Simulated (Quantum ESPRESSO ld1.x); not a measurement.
Coulomb parameter of the 3d shell of the cobalt ion Co+ in the model configuration [Ar] 3d7 4s1, as a second difference U = [E(n + 0.5) + E(n - 0.5) - 2 E(n)] / (0.5)^2 with all orbitals relaxed. "Bare": the charge of the atom changes with n. "Screened": the 4s shell takes up the change at fixed total charge, which measures U(3d,3d) + U(4s,4s) - 2 U(3d,4s). All-electron calculation, scalar-relativistic Kohn-Sham, PW91, spin-unpolarised, spherical densities, point nucleus. Program: ld1.x of Quantum ESPRESSO 7.5.

case              configuration  E - E(n) (eV)
start              [Ar] 3d7 4s1          0.000
bare +0.5        [Ar] 3d7.5 4s1         -6.757
bare -0.5        [Ar] 3d6.5 4s1         10.452
screened +0.5  [Ar] 3d7.5 4s0.5         -1.687
screened -0.5  [Ar] 3d6.5 4s1.5          2.581

U(bare) = 14.782 eV, U(screened by 4s) = 3.576 eV, against the Slater integral F0(3d,3d) = 24.399 eV with frozen orbitals.
